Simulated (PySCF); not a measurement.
Isomers of C6H11FN2Si, mass 158.068 u with the commonest isotopes. Method: PBE0/pcSseg-1 in PySCF (dipole) on a GFN2-xTB geometry, gas phase. One conformer each, none proved a minimum here; rigid rotors.

Question: Order these by rotational constant B, smallest first.
A. `[CH3:1][CH2:2][CH2:3][c:4]1[c:5]([F:6])[cH:7][n:8][n:9]1[SiH3:10]` with C1–C2–C3–C4 65°, C2–C3–C4–C5 67°
B. `[N:1]#[C:2][CH2:3][C@@H:4]1[CH2:5][CH2:6][C@H:7]1[NH:8][SiH2:9][F:10]` with C2–C3–C4–C5 178°, C6–C7–N8–Si9 -98°, C7–N8–Si9–F10 -38°, C3–C4–C5–C6 -135°, C4–C5–C6–C7 14°, C5–C6–C7–N8 -135°, C3–C4–C7–C6 135°
C. `[CH3:1][NH:2][SiH2:3][C@H:4]([CH3:5])/[C:6]([C:7]#[N:8])=[CH:9]/[F:10]` with C1–N2–Si3–C4 179°, N2–Si3–C4–C5 -164°, Si3–C4–C6–C7 -77°

Answer: C (751.0 MHz), B (810.9 MHz), A (1087 MHz).

Question: Order these by dipole moment, smallest first.
A. `[CH3:1][CH2:2][c:3]1[n:4][n:5]([SiH3:6])[c:7]([CH3:8])[c:9]1[F:10]` with C1–C2–C3–N4 112°
B. `[CH3:1][NH:2][SiH2:3][C@H:4]([CH3:5])/[C:6]([C:7]#[N:8])=[CH:9]/[F:10]` with C1–N2–Si3–C4 179°, N2–Si3–C4–C5 -164°, Si3–C4–C6–C7 -77°
C. `[N:1]#[C:2][CH2:3][C@@H:4]1[CH2:5][CH2:6][C@H:7]1[NH:8][SiH2:9][F:10]` with C2–C3–C4–C5 178°, C6–C7–N8–Si9 -98°, C7–N8–Si9–F10 -38°, C3–C4–C5–C6 -135°, C4–C5–C6–C7 14°, C5–C6–C7–N8 -135°, C3–C4–C7–C6 135°
D. `[CH3:1][CH2:2][CH2:3][c:4]1[c:5]([F:6])[cH:7][n:8][n:9]1[SiH3:10]` with C1–C2–C3–C4 65°, C2–C3–C4–C5 67°

Answer: A (2.18 D), D (2.58 D), B (3.80 D), C (5.10 D).

Question: Order these by out-of-plane moment Σ m c² = (Ia + Ib − Ic)/2, smallest first.
A. `[CH3:1][NH:2][SiH2:3][C@H:4]([CH3:5])/[C:6]([C:7]#[N:8])=[CH:9]/[F:10]` with C1–N2–Si3–C4 179°, N2–Si3–C4–C5 -164°, Si3–C4–C6–C7 -77°
B. `[CH3:1][CH2:2][CH2:3][c:4]1[c:5]([F:6])[cH:7][n:8][n:9]1[SiH3:10]` with C1–C2–C3–C4 65°, C2–C3–C4–C5 67°
C. `[CH3:1][CH2:2][c:3]1[n:4][n:5]([SiH3:6])[c:7]([CH3:8])[c:9]1[F:10]` with C1–C2–C3–N4 112°
D. `[N:1]#[C:2][CH2:3][C@@H:4]1[CH2:5][CH2:6][C@H:7]1[NH:8][SiH2:9][F:10]` with C2–C3–C4–C5 178°, C6–C7–N8–Si9 -98°, C7–N8–Si9–F10 -38°, C3–C4–C5–C6 -135°, C4–C5–C6–C7 14°, C5–C6–C7–N8 -135°, C3–C4–C7–C6 135°

Answer: C (24.68 u·Å²), D (55.47 u·Å²), B (57.26 u·Å²), A (72.65 u·Å²).

| SMILES | point group | Ia (u·Å²) | Ib (u·Å²) | Ic (u·Å²) | κ | μa (D) | μb (D) | μc (D) |
| --- | --- | --- | --- | --- | --- | --- | --- | --- |
| N#CC[C@@H]1CC[C@H]1N[SiH2]F | C1 | 380.36 | 623.21 | 892.61 | -0.36 | 1.17 | 4.91 | 0.70 |
| CN[SiH2][C@H](C)/C(C#N)=C/F | C1 | 343.73 | 672.96 | 871.40 | -0.62 | 0.69 | 3.65 | 0.80 |
| CCCc1c(F)cnn1[SiH3] | C1 | 395.91 | 465.04 | 746.43 | 0.37 | 0.87 | 2.33 | 0.67 |
| CCc1nn([SiH3])c(C)c1F | C1 | 278.12 | 631.01 | 859.77 | -0.65 | 2.07 | 0.58 | 0.38 |
